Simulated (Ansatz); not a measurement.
Relaxation of ClH₁₂NSi₄ (18 atoms, charge 0, multiplicity 1), to a largest force component of 0.03 eV/Å in at most 50 steps.

These are results of Ansatz 0.2.0, RKS PBE0/6-31G*, not measurements.

```xyz
18
Properties=species:S:1:pos:R:3
Si 0.236 -0.742 -0.391
Cl -1.797 -0.319 2.230
H 1.315 -0.760 -1.433
Si -0.411 1.519 -0.248
H -1.892 1.671 -0.277
H 0.126 2.184 0.976
H 0.146 2.231 -1.439
Si -1.442 -2.153 -1.230
H -2.395 -2.589 -0.171
H -2.199 -1.429 -2.291
H -0.831 -3.371 -1.838
N 0.973 -1.451 1.091
H 0.457 -2.244 1.461
Si 2.685 -1.441 1.437
H 3.410 -2.633 0.900
H 3.248 -0.210 0.818
H 2.907 -1.406 2.911
H -0.480 -0.380 2.437
```

Task: Where does it end, and by what steps?

Result: The run converged. The force dipped under the threshold on the way, but the program's further checks kept it going. After 18 steps the energy has fallen by 0.329 eV; Cl2 moved furthest, 1.09 Å.

```
step  energy less start (eV)  largest force component (eV/Å)  accepted
   0                  0.0000                           0.917       yes
   1                 -0.0844                           1.091       yes
   2                 -0.1304                           1.254       yes
   3                 -0.1856                           0.272       yes
   4                 -0.2257                           0.348       yes
   5                 -0.2608                           0.367       yes
   6                 -0.2810                           0.311       yes
   7                 -0.2972                           0.273       yes
   8                 -0.3017                           0.210       yes
   9                 -0.2865                           0.410        no
  10                 -0.3185                           0.069       yes
  11                 -0.3209                           0.052       yes
  12                 -0.3232                           0.068       yes
  13                 -0.3255                           0.091       yes
  14                 -0.3265                           0.059       yes
  15                 -0.3276                           0.026       yes
  16                 -0.3281                           0.020       yes
  17                 -0.3284                           0.031       yes
  18                 -0.3287                           0.021       yes
```

```xyz
18
Properties=species:S:1:pos:R:3
Si 0.285 -0.834 -0.560
Cl -1.129 -0.395 3.086
H 1.400 -0.942 -1.556
Si -0.273 1.436 -0.332
H -1.641 1.599 0.227
H 0.709 2.160 0.523
H -0.239 2.024 -1.704
Si -1.528 -2.088 -1.361
H -2.696 -1.968 -0.444
H -1.910 -1.587 -2.712
H -1.154 -3.530 -1.471
N 0.816 -1.529 1.005
H 0.568 -2.513 1.094
Si 2.445 -1.197 1.615
H 3.490 -1.926 0.842
H 2.659 0.265 1.472
H 2.516 -1.611 3.040
H -0.262 -0.891 2.180
```

The run took 80 s on 4 threads of Arm Neoverse V1, with other jobs on the host, peak memory 0.42 GiB.
